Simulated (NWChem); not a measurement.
CrNHOCl2; SMILES [NH]=[Cr](=[O])([Cl])[Cl]

Q: Give the equilibrium geometry at B3LYP/6-31G* (spherical d) (NWChem) as a list of bonds and angles, with the point group.

A: point group Cs; any orientation.
Bond lengths (Å): Cr1–O2 1.538, Cr1–N3 1.609, Cr1–Cl5 2.147, Cr1–Cl6 2.147, N3–H4 1.026. Bond angles (°): O2–Cr1–N3 109.0, O2–Cr1–Cl5 109.4, O2–Cr1–Cl6 109.4, N3–Cr1–Cl5 108.4, N3–Cr1–Cl6 108.4, Cl5–Cr1–Cl6 112.2, Cr1–N3–H4 132.9.
